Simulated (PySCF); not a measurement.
A species of formula C2H9GeOP has this rotational fingerprint, computed with PBE0-D3(BJ)/def2-SVP geometry optimisation, gas phase (PySCF 2.14.0):

```
Rotational constants : A = 5712, B = 1127, C = 972.0 MHz
Dipole components    : |μa| = 0.01 D, |μb| = 1.52 D, |μc| = 0.62 D
Inertial defect      : -16.83 u·Å²
κ                    : -0.93
```

Task: Which candidate fits, each taken in the one conformer that was computed?
A. `[CH3:1][O:2][Ge@H:3]([CH3:4])[PH2:5]` with C1–O2–Ge3–C4 -72°, O2–Ge3–P5–H 72° and 165°
B. `[CH3:1][CH2:2][O:3][GeH2:4][PH2:5]` with C1–C2–O3–Ge4 177°, C2–O3–Ge4–P5 179°, O3–Ge4–P5–H -82° and -175°

Result: B. It is CC[O][GeH2][PH2], a near-prolate asymmetric top. The candidates at the same level (rigid rotor, commonest isotopes):

| SMILES | A (MHz) | B (MHz) | C (MHz) | μa (D) | μb (D) | μc (D) | Δ (u·Å²) | point group | rotor |
| --- | --- | --- | --- | --- | --- | --- | --- | --- | --- |
| C[O][Ge@H]([CH3])[PH2] | 3744 | 1737 | 1334 | 0.71 | 2.20 | 0.10 | -47.24 | C1 | asymmetric top |
| CC[O][GeH2][PH2] | 5712 | 1127 | 972.0 | 0.01 | 1.52 | 0.62 | -16.83 | – | near-prolate asymmetric top |

`C[O][Ge@H]([CH3])[PH2]` has B 54 % too high. No structure here is proved a minimum.
